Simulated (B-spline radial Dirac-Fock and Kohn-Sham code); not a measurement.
The computed values come from an atomic code on a B-spline grid: Dirac-Fock ΔSCF + Breit + QED. Free neutral atoms up to Cf, the lines Kα1, Kβ1, Lα1, Lβ1, Lβ2, Lγ1, Lℓ and Mα1 where both subshells are closed (so no Lα of most 3d metals and no Mα of most lanthanides); Na, Y were not searched.

Question: Re Mα1 is computed at 1844.9 eV. Which of the searched lines of other elements lie within 51 eV and could overlap it in an energy-dispersive spectrum?

Answer: Sr Lβ1 at 1873.8 eV (+29); Sr Lα1 at 1808.2 eV (-37).
